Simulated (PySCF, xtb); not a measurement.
O3Sn, SMILES [O]=[Sn]1[O][O]1.

Harmonic wavenumbers (cm⁻¹) from GFN2-xTB run with xtb at its own minimum, in rising order: 76, 79, 447, 507, 781, 892.

Question: What does PySCF with PBE-D3(BJ)/def2-SVP give at its own minimum? (Estimate from the structure and the level; the computed values follow.)

Answer: 118, 130, 519, 544, 725, 812. Paired by order, the mean absolute difference is 56 cm⁻¹ and the zero-point energies are 4.0 and 4.1 kcal/mol.
